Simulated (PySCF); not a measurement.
C3H2N4.
SMILES with atom numbers: `[N:1]#[C:2][c:3]1[cH:4][nH:5][n:6][n:7]1` (hydrogens: H8 on C4; H9 on N5)

The closed-shell ground state was solved at several levels (PySCF, density fitting, gas phase, non-relativistic). Geometry: GFN2-xTB; no solvent, vibrations or thermal averaging.

```json
{"level": "PBE0/pcSseg-1", "basis functions": "129", "HOMO (eV)": "-8.36", "LUMO (eV)": "-1.25", "gap (eV)": "7.11", "dipole (D)": "6.48"}
{"level": "B3LYP/def2-SVPD", "basis functions": "156", "HOMO (eV)": "-8.16", "LUMO (eV)": "-1.55", "gap (eV)": "6.61", "dipole (D)": "6.44"}
```

(1) What might B3LYP/pcJ-1 (209 basis functions) give for the same quantities?

(2) Over all these levels, which gives the widest orbital gap and which the narrowest?

(3) How far do the dipole and the HOMO energy spread over the levels?

## Answers

(1) HOMO -8.11 eV, LUMO -1.45 eV, gap 6.66 eV, dipole 6.48 D.

(2) PBE0/pcSseg-1 (global hybrid, 25 % exact exchange) has the widest, 7.11 eV, and B3LYP/def2-SVPD (global hybrid, 20 % exact exchange) the narrowest, 6.61 eV. Functional and basis both differ between the two, so the spread mixes both effects.

(3) The dipole runs from 6.44 to 6.48 D (mean 6.47 D) and the HOMO from -8.36 to -8.11 eV.
